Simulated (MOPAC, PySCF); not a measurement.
CH₆OS₃Sn, SMILES `C[O][Sn]([SH])([SH])[SH]`, neutral singlet in the gas phase. 

Z-matrix (Å, degrees):
```
Sn
O 1 1.9806
C 2 1.4024 1 120.78
H 3 1.1023 2 108.21 1 178.97
H 3 1.1067 4 107.58 2 -122.06
H 3 1.1070 4 107.61 5 -115.99
S 1 2.3983 2 99.22 3 -173.60
H 7 1.3543 1 88.98 2 2.05
S 1 2.4091 2 109.10 3 62.84
H 9 1.3524 1 91.68 2 -139.79
S 1 2.4124 2 112.33 3 -54.91
H 11 1.3522 1 91.68 2 -90.84
```
Charge 0, multiplicity 1.

All levels are single points at this geometry (PBE0-D3(BJ)/def2-SVP); Pople sets use spherical d functions. Orbital energies aren't observables, and empty levels follow the basis.

PM7 in MOPAC gives HOMO (eV) = -9.44.

Question: Estimate the HOMO (eV) from each of these levels: PBE-D3(BJ)/def2-TZVP in PySCF; PBE0-D3(BJ)/def2-TZVP in PySCF; ωB97X-D3(BJ)/def2-TZVP in PySCF; B3LYP/6-311+G** (LANL2DZ on Sn) in PySCF; B3LYP/6-31G* (LANL2DZ on Sn) in PySCF; B3LYP/LANL2DZ in PySCF; BP86/6-31G* (LANL2DZ on Sn) in PySCF; M06-2X/6-31G* (LANL2DZ on Sn) in PySCF; PBE/6-31G* (LANL2DZ on Sn) in PySCF; SVWN5/6-31G* (LANL2DZ on Sn) in PySCF; HF/6-31G* (LANL2DZ on Sn) in PySCF; PM3 in MOPAC.

Answer: 
```csv
level,HOMO (eV)
PBE-D3(BJ)/def2-TZVP in PySCF,-6.38
PBE0-D3(BJ)/def2-TZVP in PySCF,-7.71
ωB97X-D3(BJ)/def2-TZVP in PySCF,-10.12
B3LYP/6-311+G** (LANL2DZ on Sn) in PySCF,-7.53
B3LYP/6-31G* (LANL2DZ on Sn) in PySCF,-7.46
B3LYP/LANL2DZ in PySCF,-7.63
BP86/6-31G* (LANL2DZ on Sn) in PySCF,-6.38
M06-2X/6-31G* (LANL2DZ on Sn) in PySCF,-8.96
PBE/6-31G* (LANL2DZ on Sn) in PySCF,-6.26
SVWN5/6-31G* (LANL2DZ on Sn) in PySCF,-6.35
HF/6-31G* (LANL2DZ on Sn) in PySCF,-10.68
PM3 in MOPAC,-10.20
```
